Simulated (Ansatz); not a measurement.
Molecule: 1,3-thiazole-4-carbaldehyde, C4H3NOS, charge 0, multiplicity 1. 
Coordinates optimised at B3LYP-D3(BJ)/def2-TZVP (Ansatz, a quantum-chemistry and plane-wave program):
```xyz
10

O     -2.8774     0.0137     0.1011
C     -1.9478    -0.7570     0.0594
C     -0.5350    -0.3440     0.0147
C     -0.0907     0.9525     0.0145
S      1.6125     0.9833    -0.0449
C      1.6230    -0.7550    -0.0659
N      0.4509    -1.3013    -0.0312
H     -2.0942    -1.8530     0.0515
H     -0.6908     1.8463     0.0461
H      2.5521    -1.3046    -0.1050
```

Basis-set convergence of Hartree-Fock and CCSD(T) correlation energies (hartree) with Ansatz. Valence correlation only, unless marked. Spin-orbit coupling is left out. No relativistic terms.

The Hartree-Fock reference is unstable (checked in the largest basis), which strains HF and MP2. 

```json
[
 {"basis": "aug-cc-pV(D+d)Z", "functions": "197", "E(HF)": "-680.08192", "E(corr, CCSD(T))": "-1.11332"},
 {"basis": "aug-cc-pV(T+d)Z", "functions": "400", "E(HF)": "-680.15755", "E(corr, CCSD(T))": "-1.32610"},
 {"basis": "aug-cc-pV(Q+d)Z", "functions": "707", "E(HF)": "-680.17772", "E(corr, CCSD(T))": "-1.39166"}
]
```

Extrapolating the two largest sets (X = 3 and 4) as X^-3: E(corr) = (64·(-1.39166) - 27·(-1.32610))/37 = -1.4395 Eh, an estimate of the basis-set limit. The largest set recovers 96.7 % of it, the smallest 77.3 %.
